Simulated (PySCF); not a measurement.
```xyz
3
charge 0 multiplicity 2, angstrom
Rh    0.0000    0.0000   -0.5088
Cl    1.7835    0.0000    0.7484
Cl   -1.7835    0.0000    0.7484
```

Level of theory: UPBE0 in PySCF with Rh def2-TZVP with ECP28, Cl def2-TZVP; scalar-relativistic core potentials, no spin–orbit coupling; density-fitted integrals.

This geometry of RhCl2 is a stationary point at this level.

(1) What is the point group?

(2) Is it a minimum?

(3) What are the dipole moment and the gap between the highest occupied and lowest empty levels of either spin?

(4) Give the atomic charges and bond orders.

(5) What is the atomisation energy, with and without zero-point energy?

Results:

(1) C2v.

(2) Yes: all harmonic wavenumbers are real.

(3) 3.23 D and 3.07 eV.

(4) 
```json
{"atom": "Rh1", "Mulliken": "0.67", "Löwdin": "-0.15", "polar tensor": "0.90", "spin (Mulliken)": "1.03", "Mayer order to Rh1": "–"}
{"atom": "Cl2", "Mulliken": "-0.33", "Löwdin": "0.07", "polar tensor": "-0.42", "spin (Mulliken)": "-0.03", "Mayer order to Rh1": "1.06"}
{"atom": "Cl3", "Mulliken": "-0.33", "Löwdin": "0.07", "polar tensor": "-0.49", "spin (Mulliken)": "0.00", "Mayer order to Rh1": "1.06"}
```

(5) 591 kJ/mol without, 586 kJ/mol with.

The spin densities have lower symmetry than the nuclear frame, so modes carry no symmetry labels. Other isomers or separated fragments may lie lower. With open d or f shells other occupations or spin states may lie lower.
